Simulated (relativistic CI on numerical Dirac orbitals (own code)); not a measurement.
Computed by Dirac-Coulomb-Breit CI, KLI orbitals optimised for each configuration, QED by a radiative potential, unscaled Slater integrals (own radial code, finite nucleus).

The strongest absorption lines from the ground level of an ion, among the configurations computed and to levels below about 881 eV (vacuum wavelength in nm, gf): 1.6055 (0.0083), 2.3369 (0.01), 2.3572 (0.037), 2.6715 (0.0087), 2.8004 (0.82), 2.8084 (1.3), 2.9381 (0.66), 3.1048 (0.15).

Q: Which ion is it?
A. Re LV
B. Re LIII
C. Au LVII
D. Lu XLIX

A: B. Re LIII has 23 electrons and the ground level 3s2 3p6 3d5 2D_5/2; the strongest line goes to 3s2 3p5 3d6 2D°_5/2. The pattern of lines fixes the number of electrons, and along that sequence the line energies rise steadily with the charge (about as its square where n changes within one kind of shell, about linearly where n is kept but much faster in heavy ions where fine structure, which grows about as Z⁴, sets the gap, and irregularly where shells cross), which fixes Z. Configurations outside the model, such as inner-shell arrays, can give stronger lines. At this charge energies of transitions that change n are usually good to better than 1 %, and those within a shell (Δn = 0) to a few per cent.

LS names give the leading component of a level, which can be under half, so a name can repeat, a term be missing and a line seem to break the LS rules.
